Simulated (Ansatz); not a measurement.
Isomers of CH7AlGeS, relaxed with PBE0-D4/def2-TZVP in Ansatz; electronic energies, one conformer each and not always the lowest. Functionals use def2-TZVPP; CBS adds triple-zeta CCSD(T) − MP2 to the MP2 limit of def2-TZVPP and def2-QZVPP.

Outer-core shells of Ge are correlated without core-valence functions. Scalar relativity is left out up to krypton. Spin–orbit coupling is left out.

Order them by energy at frozen-core CCSD(T)/CBS, lowest first. (Estimate.)
A. `C[S][AlH][GeH3]`
B. `[CH3][AlH][S][GeH3]`
C. `[AlH2][CH](S)[GeH3]`

B (0.0 kcal/mol), A (19.6 kcal/mol), C (55.9 kcal/mol).

How do r2SCAN-D4, MP2/CBS(def2), PBE0-D4, PBE-D4 place them (kcal/mol, against `[CH3][AlH][S][GeH3]`)? (Estimate.)

The calculation gave: 
| isomer | r2SCAN-D4 | MP2/CBS(def2) | PBE0-D4 | PBE-D4 |
| --- | --- | --- | --- | --- |
| `[AlH2][CH](S)[GeH3]` | 58.7 | 56.7 | 57.4 | 56.2 |
| `C[S][AlH][GeH3]` | 19.6 | 21.7 | 18.3 | 16.9 |
